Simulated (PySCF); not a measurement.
Computed properties of C4H4F2, SMILES C=C=CC(F)F

4,4-difluorobuta-1,2-diene (C4H4F2), SMILES C=C=CC(F)F. Coordinates come from a TPSSh-D3(BJ)/def2-SVP optimisation. The values are those of a single conformer. All values are computed for the isolated molecule unless a solvent is named; none is compared with measurement here.

**Structure.** The optimised structure has Cs symmetry. All 24 harmonic modes at TPSSh-D3(BJ)/def2-SVP (PySCF) are real, so it is a minimum. With heavy atoms numbered as in [CH2:1]=[C:2]=[CH:3][CH:4]([F:5])[F:6], the shortest bond between them is C1–C2 at 1.309 Å and the longest C3–C4 at 1.499 Å.

**Vibrations.** The strongest infrared lines (harmonic, unscaled, degenerate partners summed) lie at 1087 cm⁻¹ (218 km/mol, C 60 %, F 33 %), 1115 cm⁻¹ (200 km/mol, C 59 %, F 29 %, H 11 %), 2070 cm⁻¹ (74 km/mol, C 98 %). The softest mode is at 64 cm⁻¹ and the zero-point energy is 43.5 kcal/mol.

**Electronic structure.** HF/def2-TZVP (PySCF) places the frontier levels at -10.95 and 3.48 eV, a gap of 14.43 eV, and gives a dipole moment of 2.98 D and a mean polarisability of 50.0 bohr³. PBE/def2-TZVP (PySCF) at the same geometry gives -7.03 and -1.43 eV, so its gap is 8.83 eV narrower. An orbital gap is neither the optical nor the fundamental gap.

**Excitations.** TDDFT-CAM-B3LYP/def2-SVPD (PySCF) has S1 at 5.95 eV (209 nm, f = 0.000, dark); the most intense of the 10 singlets computed lies at 7.92 eV (f = 1.08). T1 (TDA) is at 4.51 eV. TDDFT-PBE/def2-SVPD (PySCF) puts S1 at 5.67 eV. No vertical singlet excitation falls in the visible range (under 3.1 eV).

**NMR.** GIAO shifts at PBE0/pcSseg-1 (PySCF) (non-relativistic, atoms alike by connectivity averaged): ¹³C from 86.2 to 227.7 ppm against TMS; ¹H from 5.6 to 6.4 ppm against TMS; ¹⁹F at -122.8 ppm against CFCl3.
